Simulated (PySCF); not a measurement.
Ge(AsH2)(F)3 (AsF₃GeH₂), SMILES [F][Ge]([F])([F])[AsH2]. Coordinates come from a B3LYP-D3(BJ)/def2-SVP optimisation. The structure was generated by enumeration, and PubChem lists no compound with its InChIKey, so it may never have been made.

Problem. Give the equilibrium geometry at B3LYP-D3(BJ)/def2-SVP (PySCF confirms it by a frequency run) as a Z-matrix, and its point group. (Estimate from the structure and the level; the computed values follow.)

Solution. point group Cs.
```
Ge
F 1 1.7300
F 1 1.7300 2 105.42
F 1 1.7305 2 104.88 3 110.42
As 1 2.4155 2 112.31 4 126.97
H 5 1.5302 1 89.22 2 -166.61
H 5 1.5302 6 91.84 1 -89.20
```
Charge 0, spin multiplicity 1.
